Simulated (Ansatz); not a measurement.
Born–Oppenheimer molecular dynamics of ClH₃OSn (6 atoms, charge 0, multiplicity 1). It starts from a relaxed structure.

Theory: RKS BHLYP/def2-SVP (Ansatz).

| Property | Result |
| --- | --- |
| ensemble | NVE (velocity Verlet) |
| time step | 3 fs |
| steps asked | 40 |
| starting velocities drawn for | 1000 K |
| seed | 921481 |

First frame:

```xyz
6
Properties=species:S:1:pos:R:3
Sn 0.047 0.019 0.009
Cl 0.080 0.080 2.361
H 1.638 -0.033 -0.562
H -0.936 1.313 -0.487
O -0.743 -1.699 -0.516
H -1.567 -1.925 -0.088
```

Problem. What does the run give?

Solution. The run went to its last step.

| Property | Result |
| --- | --- |
| steps done | 40 |
| time covered | 120 fs |
| mean temperature over the second half | 8293 K |
| spread of the potential energy over the second half | 13.3 meV per atom |
| mean potential energy of the second half above the start | 1687.4 meV per atom |

The conserved energy changed by up to 2400 meV per atom, so the integration failed: the time step of 3 fs is too long for the fastest motions that this run met, and the later frames carry no physical meaning.

Problem. What happens to the structure?

Solution. Parted: O5–H6 0.96 → 34.56 Å. It ends as ClH2OSn + H. Pairs count as bonded within 1.25 times the sum of covalent radii (0.12 Å more for H–H). The details hang on the random start.

Problem. How do temperature and energy run in time?

Solution. 
```tsv
time (fs)	T (K)	potential energy less start (eV)	conserved less start (meV/atom)
0.0	1000	0.000	0.00
9.0	16395	6.386	2390.92
18.0	9419	9.553	2317.54
27.0	8837	9.846	2316.38
36.0	8474	10.038	2317.01
45.0	8577	9.979	2316.17
54.0	8617	9.954	2315.33
63.0	8233	10.156	2315.96
72.0	8205	10.167	2315.27
81.0	8296	10.119	2315.28
90.0	8461	10.036	2315.54
99.0	8569	9.978	2315.34
108.0	8206	10.173	2316.49
117.0	8082	10.239	2316.80
```

The run took 2.9 min on 1 thread of Arm Neoverse V1, with other jobs on the host, peak memory 0.15 GiB.
